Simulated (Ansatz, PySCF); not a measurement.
Pair of molecules: CH4 (SMILES C) (first 5 atoms) with CH3F (SMILES CF); geometry from B3LYP-D3(BJ)/def2-TZVP.
(charge 0, multiplicity 1):
```xyz
10

C      0.00921    -0.06723     0.19097
H     -0.35870     0.61288     0.95731
H     -0.43650    -1.05181     0.33061
H     -0.25915     0.31171    -0.79432
H      1.09374    -0.14630     0.26222
C      0.11222    -0.04246     3.98741
F     -0.52968     1.09255     3.50372
H      0.96142     0.26877     4.59703
H     -0.59468    -0.61443     4.58973
H      0.45414    -0.63812     3.14065
```

Monomers are frozen at their geometry in the pair; levels with a basis set take the counterpoise correction. Rows marked so take none.

Rows in 3-21G, 6-311+G**, 6-31G* carry no dispersion term and start afresh at each structure (6-31G* with six Cartesian d functions). MP2/6-31G* freezes PySCF's default core.

Codes used: Ansatz (Gaussian orbitals); PySCF for 3-21G rows, 6-311+G** rows, 6-31G* rows, the dispersion terms. Each number belongs to the level named beside it.

| level | interaction energy (kcal/mol) |
|---|---|
| HF/3-21G (no counterpoise) | -1.81 |
| PBE/def2-TZVPPD | -0.39 |
| BLYP/def2-TZVPPD | 0.46 |
| BLYP-D4/def2-TZVPPD | -0.57 |
| revPBE/def2-TZVPPD | 0.49 |
| revPBE-D3(BJ)/def2-TZVPPD | -0.73 |
| B97M-V/def2-TZVPPD | -0.80 |
| B3LYP/6-311+G** (no counterpoise) | -0.01 |
| MP2/6-31G* (no counterpoise) | ___ |

What belongs in the gaps?


- MP2/6-31G* (no counterpoise), interaction energy (kcal/mol): -1.60

Ansatz is a quantum-chemistry and plane-wave program.
